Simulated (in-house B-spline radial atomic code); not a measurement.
## RPA and G0W0 on wB97X: the boron ion B³⁺

Configuration 1s2, mean-field start wB97X. Computed with a B-spline radial code for spherical atoms: all electrons, non-relativistic, point nucleus, each spin shell either full or empty, empty states to l = 9 with an (l + 1/2)⁻⁴ tail; G0W0 by contour deformation at full frequency.

Relativity, left out, deepens the 1s level by about Z⁴α²/8 hartree.

Command:
```bash
python run_gw.py task.json out
```
Settings (radii: box in bohr, nucleus in fm):
```
Z                        5
electrons                2
configuration            1s2
hamiltonian              nr
method                   wb97x
lmax                     9
spin_polarised           False
box_radius               14.14
intervals                44
ion_configuration        1s1
```

Run time, properties included: 1.1 s on 1 thread of Arm Neoverse N1, with other jobs on the host.

Energies (hartree):

```tsv
term	value
mean-field total	-22.07419
Hartree-Fock functional on these orbitals	-21.98548
direct second order	-0.091406
second-order exchange	0.045704
SOSEX correction	0.043419
```

Problem. What is the RPA correlation energy, and what remains with SOSEX?

Solution. RPA gives -0.086836 hartree (-1.18 eV per electron); RPA + SOSEX gives -0.043417, and the second-order doubles -0.045702 hartree (no singles). SOSEX takes back 50 % of the RPA value, the self-correlation of each of the two electrons.

Quasi-particle levels (eV):

```
level  occupied  mean field  Σx - vxc     Σc  QP weight    G0W0
   1s       yes     -240.01    -19.57      ?          ?       ?
   2s        no      -38.12      0.33  -0.14      0.999  -37.93
```

G0W0 = mean field + (Σx - vxc) + Σc, with Σc (partial-wave tail included) taken at the quasi-particle energy.

Problem. Where does G0W0 put 1s?

Solution. At -258.98 eV, with Σc = 0.60 eV and a quasi-particle weight of 0.988. The tabulated removal energy is 259.374 eV (NIST, tabulated theory).

Problem. What does it cost to remove one electron (to 1s1) by differences of total energies, each species on its own start (correlation terms add to the Hartree-Fock functional)?

Solution. wB97X 260.01 eV, Hartree-Fock functional 258.12 eV, + RPA 259.88 eV, + RPA + SOSEX 259.31 eV, + second order 259.37 eV. Tabulated: 259.374 eV (NIST, tabulated theory).
